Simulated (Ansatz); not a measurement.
This geometry of C$_{3}$H$_{7}$BO$_{2}$ (13 atoms, charge 0, multiplicity 1) is a first-order saddle point.

Level of theory: RKS PBE/def2-SVP in Ansatz 0.2.0.

```xyz
13
Properties=species:S:1:pos:R:3
C -0.686 -1.502 -0.150
C 0.752 -0.961 -0.011
B 1.013 0.561 0.225
C -0.082 1.664 -0.051
O -0.100 2.132 -1.185
O -0.952 2.034 0.914
H -0.915 -2.255 0.630
H -0.856 -1.996 -1.127
H -1.448 -0.703 -0.052
H 1.357 -1.167 -0.931
H 1.337 -1.516 0.759
H 2.137 0.954 0.483
H -1.536 2.721 0.512
```

(1) Which two structures does it join? (They come from a converged band through this point; their orientation in space is the band's.)

(2) How far does it lie above each of them?

Answers

(1) No bond is made or broken. The dihedral H7–C1–C2–B3 goes from -177 to -56°. The two ends are copies of one structure, up to a mirror image or an exchange of like atoms.

First end point:

```xyz
13
Properties=species:S:1:pos:R:3
C -0.670 -1.463 -0.174
C 0.756 -0.980 0.107
B 1.038 0.559 0.118
C -0.109 1.612 -0.120
O -0.299 1.893 -1.301
O -0.833 2.136 0.888
H -0.763 -2.566 -0.110
H -0.999 -1.158 -1.188
H -1.392 -1.025 0.546
H 1.501 -1.472 -0.560
H 1.100 -1.303 1.124
H 2.176 0.983 0.216
H -1.485 2.748 0.468
```

Last end point:

```xyz
13
Properties=species:S:1:pos:R:3
C -0.658 -1.458 -0.251
C 0.771 -0.974 0.016
B 1.034 0.565 0.121
C -0.134 1.613 -0.007
O -0.374 1.965 -1.159
O -0.822 2.065 1.061
H -1.363 -1.073 0.515
H -0.736 -2.564 -0.251
H -1.021 -1.096 -1.234
H 1.499 -1.409 -0.707
H 1.152 -1.360 0.997
H 2.169 0.998 0.207
H -1.497 2.693 0.707
```

(2) 0.118 eV above the first and 0.118 eV above the second. This is the barrier of this one path; another mechanism may lie lower.

Time of the run: 4.1 min on 2 threads of Arm Neoverse V2 (shared host), peak memory 0.15 GiB.
